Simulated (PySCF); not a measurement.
Isomers of C4H12OSi, one GFN2-xTB conformer each. Single-point energies are computed at PBE0/pcSseg-1 (PySCF, gas phase, no added dispersion term), electronic only.

Task: Rank them by PBE0/pcSseg-1 energy, lowest first (kJ/mol).
A. `[CH3:1][CH:2]([CH3:3])[CH2:4][O:5][SiH3:6]` with C1–C2–C4–O5 -173°, C2–C4–O5–Si6 -179°
B. `CC(O[SiH3])(C)C`
C. `[CH3:1][O:2][CH2:3][C@H:4]([CH3:5])[SiH3:6]` with C1–O2–C3–C4 173°, O2–C3–C4–C5 85°
D. `CO[Si](C)(C)C`
E. `[CH3:1][CH2:2][CH2:3][CH2:4][O:5][SiH3:6]` with C1–C2–C3–C4 179°, C2–C3–C4–O5 -64°, C3–C4–O5–Si6 173°
F. `[CH3:1][C:2]([CH3:3])([CH3:4])[SiH2:5][OH:6]` with C2–Si5–O6–H -54°

Result: D (0.0), F (57.6), B (102.5), A (117.9), E (122.2), C (235.3).

As drawn, the lowest has an Si–O bond, which the highest lacks. Neighbours under 10 kJ/mol apart (CC(C)CO[SiH3] and CCCCO[SiH3]) can change places with a better method, another conformer or zero-point energy. GFN2-xTB itself gives, in the same order: 125.8, 48.4, 0.0, 23.7, 30.1, 209.1. GFN2-xTB puts CC(C)(C)O[SiH3] lowest instead; measured from each level's own lowest isomer, the values differ by up to 125.8 kJ/mol (CO[Si](C)(C)C: 125.8 against 0.0).

Task: Which frontier levels, dipoles and rotational constants go with these structures?

Result: 
```json
{"SMILES": "CO[Si](C)(C)C", "HOMO (eV, PBE0/pcSseg-1)": "-7.62", "LUMO (eV)": "1.15", "dipole (D)": "1.14", "A, B, C (MHz)": "2952, 2030, 1986"}
{"SMILES": "CC(C)(C)[SiH2]O", "HOMO (eV, PBE0/pcSseg-1)": "-7.66", "LUMO (eV)": "0.64", "dipole (D)": "1.67", "A, B, C (MHz)": "3872, 1943, 1836"}
{"SMILES": "CC(C)(C)O[SiH3]", "HOMO (eV, PBE0/pcSseg-1)": "-7.95", "LUMO (eV)": "0.60", "dipole (D)": "1.28", "A, B, C (MHz)": "4358, 1789, 1789"}
{"SMILES": "CC(C)CO[SiH3]", "HOMO (eV, PBE0/pcSseg-1)": "-8.02", "LUMO (eV)": "0.50", "dipole (D)": "0.95", "A, B, C (MHz)": "7015, 1231, 1108"}
{"SMILES": "CCCCO[SiH3]", "HOMO (eV, PBE0/pcSseg-1)": "-7.98", "LUMO (eV)": "0.51", "dipole (D)": "0.98", "A, B, C (MHz)": "8015, 1056, 985.4"}
{"SMILES": "COC[C@H](C)[SiH3]", "HOMO (eV, PBE0/pcSseg-1)": "-7.60", "LUMO (eV)": "1.18", "dipole (D)": "2.02", "A, B, C (MHz)": "3747, 1982, 1505"}
```
